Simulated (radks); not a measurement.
Isoelectronic series with 10 electrons, all held in the configuration [Ne], which need not be the ground one along the series. Calculated with a radial shooting solver on a logarithmic mesh with Libxc functionals: scalar-relativistic Kohn-Sham, PBE, spin-polarised, spherical densities, finite nucleus; Fermi nuclear charge, rms radius of each element as measured or else 0.836 A^(1/3) + 0.57 fm. Total energies (hartree) and mean radii <r> (bohr):

| ion | E (hartree) | 2p | 2s | 1s |
|---|---|---|---|---|
| Ne | -129.01342 | 0.9815 | 0.8970 | 0.1579 |
| Mg2+ | -199.43505 | 0.6837 | 0.6949 | 0.1306 |
| Al3+ | -240.72108 | 0.5974 | 0.6230 | 0.1202 |
| Si4+ | -286.05673 | 0.5312 | 0.5642 | 0.1113 |
| P5+ | -335.44573 | 0.4785 | 0.5154 | 0.1036 |
| S6+ | -388.89353 | 0.4356 | 0.4743 | 0.09684 |
| Cl7+ | -446.40679 | 0.3999 | 0.4392 | 0.09093 |
| Ar8+ | -507.99322 | 0.3696 | 0.4088 | 0.08568 |
| K9+ | -573.66139 | 0.3437 | 0.3824 | 0.08100 |
| Ca10+ | -643.42059 | 0.3211 | 0.3591 | 0.07679 |
| Sc11+ | -717.28091 | 0.3014 | 0.3384 | 0.07299 |
| Ti12+ | -795.25318 | 0.2839 | 0.3200 | 0.06954 |
| V13+ | -877.34894 | 0.2684 | 0.3034 | 0.06639 |
| Cr14+ | -963.58032 | 0.2545 | 0.2884 | 0.06351 |
| Mn15+ | -1053.96020 | 0.2419 | 0.2748 | 0.06086 |
